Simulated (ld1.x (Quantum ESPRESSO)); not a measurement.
## Before and after: RRKJ potential for silicon

ld1.x (Quantum ESPRESSO) 7.5 input, shortened:

```
&input
   title='Si', zed=14., rel=1, dft='PBE', iswitch=3,
   config='[Ne] 3s1 3p3'
 /
 &inputp
   pseudotype=2, tm=.false., rho0=0.001, lloc=0,
   nlcc=.true., new_core_ps=.true.
 /
2
3P  2  1   3.00   0.00  2.15  2.15  0.0
3S  1  0   1.00   0.00  1.80  1.80  0.0
 &test
   configts(1)='3s1 3p3'
 /
```

Change: reference 3s2 3p0.

Cutoffs: the cutoffs (Ry, on a coarse ladder) from which the occupation-weighted sum of valence levels, in a spherical-Bessel basis at the reference potential, stays within 10 and 1 mRy of its value at 400 Ry; they do not see the model core or the augmentation charge, which bear on the density cutoff. Errors are all-electron minus pseudo energies relative to the spin-unpolarised reference configuration.

Q: What does the change do?

A: The potential gets neither clearly harder nor softer (18 Ry and 35 Ry → 15 Ry and 40 Ry); the range in which the s phases agree narrows (upper end 2.7 → 1.4); the range in which the p phases agree narrows (upper end 3.4 → 2.3); neither file shows a bound ghost.

| quantity | base | changed |
| --- | --- | --- |
| cutoff, loose | 18 Ry | 15 Ry |
| cutoff, tight | 35 Ry | 40 Ry |
| bound ghosts | none | none |
| largest error over its own tests, meV | +88 | +35 |
| s: phases at 2.35 bohr within 0.05 rad from the reference energy up to (Ry; the scan ends near 5) | 2.7 | 1.4 |
| p: phases at 2.35 bohr within 0.05 rad from the reference energy up to (Ry; the scan ends near 5) | 3.4 | 2.3 |
